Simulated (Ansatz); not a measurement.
Reaction (cleavage of the Al–B bond): `[BH2][Al]([NH2])[NH2]` + H–F → `[NH2][Al]([NH2])[F]` + BH₃

Gas-phase electronic energies from Ansatz, PBE0-D4/def2-TZVP geometries. CCSD(T)/CBS adds triple-zeta CCSD(T) − MP2 to the extrapolated MP2 energy (def2 sets, frozen cores). This one scheme is used for every species. Functionals use def2-TZVPP. One conformer a species, not always the lowest.

CCSD(T)/CBS gives -213.5 kJ/mol.

Another level gave -213.8 kJ/mol. Which?
A. revPBE/def2-TZVPP
B. r2SCANh/def2-TZVPP
C. CAM-B3LYP/def2-TZVPP
D. CCSD(T)/def2-TZVPP

D. CCSD(T)/def2-TZVPP -213.8, revPBE -197.9, CAM-B3LYP -226.8, r2SCANh -219.1 kJ/mol.

Largest T1 diagnostic among the species: 0.011.

In def2-TZVPP, CCSD(T) changes the Hartree–Fock value by +25.0 kJ/mol (the triples alone add +3.3 kJ/mol) and MP2 by +15.5 kJ/mol. From PBE to PBE0 (25 % exact exchange), in def2-TZVPP and without D4, ΔE moves by −6.5 kJ/mol. Leaving LDA and LC-ωPBE aside and taking each functional with its dispersion term where it has one, the values, not all of them listed here, spread over 31.7 kJ/mol, from BHLYP-D4 to PBE-D4. LDA lies +3.5 kJ/mol from PBE without D4.
